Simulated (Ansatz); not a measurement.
Ansatz (a first-principles code) input (B3LYP-D3(BJ)/def2-TZVP):

Ansatz 0.2 input:
```yaml
crystal:
  periodic: [false, false, false]
  atoms:
    - {symbol: O, position_ang: [-1.03003487, 0.69648833, -0.07387298]}
    - {symbol: B, position_ang: [-0.00058468, 0.00942120, -0.00077638]}
    - {symbol: O, position_ang: [1.02813755, -0.67823845, 0.07440112]}
basis:
  gaussian:
    orbitals: def2-TZVP
hamiltonian:
  xc: b3lyp
  dispersion: d3bj
magnetization: {spin_polarized: true, initial_magnetization: 1}
relax: {f_tol: 0.002, max_steps: 150}
```

End of the output:

```
mean field evaluation 32: about -4772.3392 eV, gradient 5.9e-1 eV
mean field evaluation 64: about -4772.3412 eV, gradient 2.3e-3 eV
mean field evaluation 96: about -4772.3412 eV, gradient 7.2e-4 eV
mean field evaluation 128: about -4772.3412 eV, gradient 4.3e-4 eV
mean field -4772.34122310 eV, -175.3803051399 hartree, gradient 3.4e-9 eV, S^2 0.772182; 2 other end points of the search recorded, 0 dependent functions left out
the calculation of the forces begins
reference -4772.34140396 eV, -175.3803117863 hartree; 11, 10 occupied and 82, 83 virtual orbitals, 471 factors
relax step   1: F+E_penalty+E_count = -4772.39089167 eV  Δ(F+E_penalty+E_count) = +0.000e0 eV  max|allowed force component| = 1.332e0 eV/Å  Δτ_max = 0.0000 Å  (792 SCF iters, accepted)
these checks for a lower state are left out or cut short: starts, cluster_reference, orbital_swaps, neighbouring_geometries, increment
integrals: 0.01 GiB planned
471 factors; their error is unknown
mean field: 0.24 GiB planned
mean field -4772.37331066 eV, -175.3814843361 hartree, gradient 5.2e-7 eV, S^2 0.773634; 0 other end points of the search recorded, 0 dependent functions left out
the calculation of the forces begins
reference -4772.37349219 eV, -175.3814910071 hartree; 11, 10 occupied and 82, 83 virtual orbitals, 471 factors
relax step   2: F+E_penalty+E_count = -4772.42285175 eV  Δ(F+E_penalty+E_count) = -3.196e-2 eV  max|allowed force component| = 2.868e-1 eV/Å  Δτ_max = 0.0166 Å  (106 SCF iters, accepted)
these checks for a lower state are left out or cut short: starts, cluster_reference, orbital_swaps, neighbouring_geometries, increment
integrals: 0.01 GiB planned
471 factors; their error is unknown
mean field: 0.24 GiB planned
mean field evaluation 160: about -4772.3750 eV, gradient 1.2e-5 eV
mean field -4772.37499800 eV, -175.3815463447 hartree, gradient 2.0e-6 eV, S^2 0.774056; 0 other end points of the search recorded, 0 dependent functions left out
the calculation of the forces begins
reference -4772.37517972 eV, -175.3815530225 hartree; 11, 10 occupied and 82, 83 virtual orbitals, 471 factors
relax step   3: F+E_penalty+E_count = -4772.42450222 eV  Δ(F+E_penalty+E_count) = -1.650e-3 eV  max|allowed force component| = 1.304e-2 eV/Å  Δτ_max = 0.0046 Å  (89 SCF iters, accepted)
these checks for a lower state are left out or cut short: starts, cluster_reference, orbital_swaps, neighbouring_geometries, increment
integrals: 0.01 GiB planned
471 factors; their error is unknown
mean field: 0.24 GiB planned
mean field -4772.37500459 eV, -175.3815465867 hartree, gradient 4.2e-11 eV, S^2 0.774075; 0 other end points of the search recorded, 0 dependent functions left out
the calculation of the forces begins
reference -4772.37518631 eV, -175.3815532648 hartree; 11, 10 occupied and 82, 83 virtual orbitals, 471 factors
relax step   4: F+E_penalty+E_count = -4772.42450717 eV  Δ(F+E_penalty+E_count) = -4.950e-6 eV  max|allowed force component| = 8.268e-5 eV/Å  Δτ_max = 0.0006 Å  (145 SCF iters, accepted)
integrals: 0.01 GiB planned
471 factors; their error is unknown
mean field: 0.24 GiB planned
mean field evaluation 192: about -4772.3749 eV, gradient 1.4e-1 eV
mean field -4772.37500459 eV, -175.3815465867 hartree, gradient 7.1e-11 eV, S^2 0.774075; 2 other end points of the search recorded, 0 dependent functions left out
the calculation of the forces begins
reference -4772.37518631 eV, -175.3815532648 hartree; 11, 10 occupied and 82, 83 virtual orbitals, 471 factors
Total energy: -4772.42468889 eV, -175.3833724511 hartree
Atom 0 at    -1.047726     0.708483    -0.075500 Å, force    -0.000083     0.000068    -0.000031 eV/Å
Atom 1 at    -0.000827     0.009226    -0.000089 Å, force     0.000083    -0.000081     0.000057 eV/Å
Atom 2 at     1.046071    -0.690039     0.075341 Å, force     0.000000     0.000013    -0.000025 eV/Å
Dipole moment:     0.000005     0.000000    -0.000007 e Å
```

It need not be the lowest isomer of its formula.
